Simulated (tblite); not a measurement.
C5H9ClOSi.
SMILES with atom numbers: `[O:1]=[C:2](/[CH:3]=[CH:4]/[Cl:5])[CH2:6][CH2:7][SiH3:8]` (hydrogens: H9 on C3; H10 on C4; H11, H12 on C6; H13, H14 on C7; H15, H16, H17 on Si8)

A start from a force field or distance geometry was refined with tblite, GFN2-xTB geometry optimisation, gas phase. Values at the start:

```json
{"coordinate": "O1=C2", "start": "1.227 Å"}
{"coordinate": "C2–C3", "start": "1.497 Å"}
{"coordinate": "C2–C6", "start": "1.526 Å"}
{"coordinate": "C3=C4", "start": "1.332 Å"}
{"coordinate": "C3–H9", "start": "1.082 Å"}
{"coordinate": "C4–Cl5", "start": "1.714 Å"}
{"coordinate": "C4–H10", "start": "1.076 Å"}
{"coordinate": "C6–C7", "start": "1.527 Å"}
{"coordinate": "C6–H11", "start": "1.095 Å"}
{"coordinate": "C7–Si8", "start": "1.865 Å"}
{"coordinate": "C7–H13", "start": "1.090 Å"}
{"coordinate": "Si8–H15", "start": "1.491 Å"}
{"coordinate": "Si8–H16", "start": "1.470 Å"}
{"coordinate": "O1–C2–C3", "start": "120.5°"}
{"coordinate": "O1–C2–C6", "start": "123.3°"}
{"coordinate": "C2–C3–C4", "start": "119.3°"}
{"coordinate": "C2–C6–C7", "start": "113.2°"}
{"coordinate": "C3–C2–C6", "start": "116.2°"}
{"coordinate": "C3–C4–Cl5", "start": "121.8°"}
{"coordinate": "C6–C7–Si8", "start": "116.0°"}
{"coordinate": "O1–C2–C3–C4", "start": "5°"}
{"coordinate": "O1–C2–C6–C7", "start": "-21°"}
{"coordinate": "C2–C6–C7–Si8", "start": "-73°"}
```

Problem. How do these coordinates change at the GFN2-xTB level?

Solution. 
```tsv
coordinate	GFN2-xTB (Å or °)	change
C7–Si8	1.906	+0.041
Si8–H15	1.470	-0.021
C2–C3	1.479	-0.018
O1=C2	1.210	-0.017
C2–C6	1.509	-0.017
Si8–H16	1.455	-0.015
C4–Cl5	1.701	-0.013
C4–H10	1.081	+0.005
C6–C7	1.523	-0.004
C3–H9	1.079	-0.003
C3=C4	1.331	-0.001
C6–H11	1.094	-0.001
C7–H13	1.091	+0.001
C3–C4–Cl5	124.1	+2.3
C6–C7–Si8	113.8	-2.2
O1–C2–C3	122.5	+2.0
C3–C2–C6	114.3	-1.9
C2–C6–C7	112.5	-0.7
C2–C3–C4	119.9	+0.6
O1–C2–C6	123.2	-0.1
O1–C2–C6–C7	1	+22
C2–C6–C7–Si8	-68	+5
O1–C2–C3–C4	1	-4
```

The energy falls by 0.105 eV over 114 L-BFGS steps, the largest force on an atom goes from 1.31 to 0.009 eV/Å, and the atoms move by 0.244 Å rms after alignment. The bond that changes most is C7–Si8 (sp3 carbon bound to silicon to SiH3 silicon), which lengthens by 0.041 Å. Bonds longer at the end by more than 0.005 Å: 2 of 16; shorter: 8. Among the dihedrals that turn most is O1–C2–C6–H12, from 100° to 123°. Rotational constants go from 3864, 459.2, 453.1 to 4733, 458.9, 443.2 MHz.

GFN2-xTB frequencies show an imaginary mode (24i cm⁻¹), so the point is no minimum at that level. 3 starts were optimised and ended at 0.00, 0.95 and 0.95 kcal/mol (GFN2-xTB); the lowest of these is shown.

These are computed values.
